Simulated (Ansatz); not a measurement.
Computed with Ansatz on PBE0-D4/def2-TZVP structures; ΔE is electronic, products minus reactants. CCSD(T)/CBS adds triple-zeta CCSD(T) − MP2 to the extrapolated MP2 energy (def2 sets, frozen cores). This one scheme is used for every species. DFT in def2-TZVPP. Each species was taken in one conformer, which may not be the lowest.

`NC(F)[SiH2]O` + CH₃OH → `NC(F)CO` + `O[SiH3]`  (formal exchange of groups at a C–Si bond)

Question: Is it downhill or uphill in electronic energy at CCSD(T)/CBS, and by how much? (Best estimate.)

Answer: Ansatz gave: Downhill: ΔE = -4.1 kcal/mol.

Question: What do these levels give: ωB97X-V, B2PLYP, PBE, MP2/def2-TZVPP, MP2/def2-QZVPP, CCSD/CBS(def2)? (Best estimate.)

Answer: Ansatz gave: ωB97X-V -4.5, B2PLYP -3.8, PBE -2.7, MP2/def2-TZVPP -4.9, MP2/def2-QZVPP -4.3, CCSD/CBS(def2) -4.2 kcal/mol.

Largest T1 diagnostic among the species: 0.012.

From PBE to PBE0 (25 % exact exchange), in def2-TZVPP and without D4, ΔE moves by −1.1 kcal/mol.
